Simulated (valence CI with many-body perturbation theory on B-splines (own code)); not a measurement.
Results of a calculation; reference values are marked as such.
Ag VII: what the settings do

Level of theory: valence CI with perturbative core correlation (CI+MBPT): five valence electrons over a frozen Dirac-Fock core [Kr], radial functions for each j: 6 s, 6 p, 5 d, 5 f, 1 g, with the one-electron correlation potential Σ1, the two-electron term Σ2, the three-electron term Σ3, Breit, model QED; selected CI, second order for the rest, scaled by the run's own slope (own B-spline code, finite nucleus).

Set against measurement, 21 paired levels are off by 579 cm⁻¹ on average, the worst by 994. Among the levels kept, up to 490 cm⁻¹ of a level comes from second order outside the variational space, and about a tenth of that is noise between levels of different J, which matters for small intervals. Only levels of the ground parity were solved; by the run's estimate the other parity begins above the list, which can be wrong where configurations are misplaced.

The reference run has the lowest level 4d⁵ ⁶S_5/2 and an ionisation energy of 106.193 eV. Its largest variational space holds 10041 state functions.

Names give the largest LS component (configuration and term), which can be under half, so a name can repeat, a term be missing and a line seem to break the LS rules; names also repeat where a configuration has a term twice.

Changed runs:
A. shift of the energy in Σ1 (hartree) 0 → 1.344; natural orbitals for correlation on → off
B. averaging of valence orbitals over low configurations on → off; box radius (bohr) 13.698 → 10.54
C. size limit of the variational space 10000 → 1500; second order for the rest on → off; shift of the energy in Σ1 (hartree) 0 → 1.344
D. correlating orbitals by l 3 3 3 3 1 → 0 0 0 0 0 (bad on purpose)

Excitation energies of the reference run in cm⁻¹, and shifts in cm⁻¹:

| Level | Reference | A | B | C | D |
| --- | --- | --- | --- | --- | --- |
| 4d⁵ ⁴G_5/2 | 29515 | +2014 | +16 | +1154 | +2195 |
| 4d⁵ ⁴G_7/2 | 30399 | +1977 | +15 | +1201 | +2078 |
| 4d⁵ ⁴G_11/2 | 30682 | +1966 | +16 | +532 | +2043 |
| 4d⁵ ⁴G_9/2 | 30892 | +1966 | +16 | +1083 | +2029 |
| 4d⁵ ⁴P_5/2 | 32822 | +2404 | +11 | +1650 | +2892 |
| 4d⁵ ⁴P_3/2 | 33858 | +2457 | +11 | +1105 | +2929 |
| 4d⁵ ⁴P_1/2 | 35495 | +2505 | +9.4 | -1156 | +2959 |
| 4d⁵ ⁴D_7/2 | 37067 | +2551 | +3.9 | +1488 | +2788 |
| 4d⁵ ⁴D_1/2 | 39384 | +2613 | +6.8 | -1133 | +2896 |
| 4d⁵ ⁴D_5/2 | 40038 | +2697 | +7.0 | +1851 | +3026 |
| 4d⁵ ⁴D_3/2 | 40519 | +2661 | +9.0 | +1300 | +2963 |
| 4d⁵ ²I_11/2 | 43566 | +2708 | +32 | +986 | +2766 |
| Ionisation energy (eV) | 106.193 | +0.572 | +0.007 | +0.046 | +0.161 |
